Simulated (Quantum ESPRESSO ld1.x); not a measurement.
Mo+, 41 electrons, occupied as [Kr] 4d4 5s1 (not the ground configuration).

All-electron calculation, scalar-relativistic Kohn-Sham, LDA (Slater exchange, Perdew-Zunger correlation), spin-polarised, spherical densities, point nucleus; open shells are filled with parallel spins first. Program: ld1.x of Quantum ESPRESSO 7.5.

Energy parts (Ry):
| part | energy |
|---|---|
| total | -8088.4569 |
| kinetic | 8337.6089 |
| electron-nucleus | -19472.8251 |
| Hartree | 3284.8082 |
| exchange-correlation | -238.0489 |

Orbitals (lengths in bohr, moments of r in powers of bohr; r(90%) holds 90 % of the orbital's charge):
orbital  occ.  eigenvalue (Ry)   <1/r>      <r>  r(90%)
1s up       1       -1455.6377   43.50  0.03520  0.0631
1s down     1       -1455.6359   43.50  0.03520  0.0631
2s up       1        -206.2795   9.792   0.1539   0.238
2s down     1        -206.2471   9.793   0.1539   0.238
2p up       3        -184.6236   9.528   0.1340   0.218
2p down     3        -184.5982   9.528   0.1340   0.218
3s up       1         -35.6799   3.360   0.4298   0.635
3s down     1         -35.6556   3.360   0.4297   0.635
3p up       3         -28.5862   3.198   0.4313   0.652
3p down     3         -28.5598   3.199   0.4311   0.652
3d up       5         -17.0088   2.967   0.4157   0.665
3d down     5         -16.9740   2.968   0.4154   0.664
4s up       1          -5.5247   1.236    1.105    1.61
4s down     1          -5.3601   1.243    1.100    1.60
4p up       3          -3.6227   1.094    1.232    1.83
4p down     3          -3.4436   1.102    1.224    1.82
4d up       4          -1.0189  0.7482    1.789    2.86
5s up       1          -0.8774  0.4202    3.057    4.45
4d down     0          -0.8172  0.7487    1.806    2.91
5s down     0          -0.7092  0.3969    3.233    4.78

The highest occupied level is 5s up at -11.938 eV. Spin moment in Bohr magnetons: 5. The density falls to 0.001 e/bohr^3 at r = 4.26 bohr.
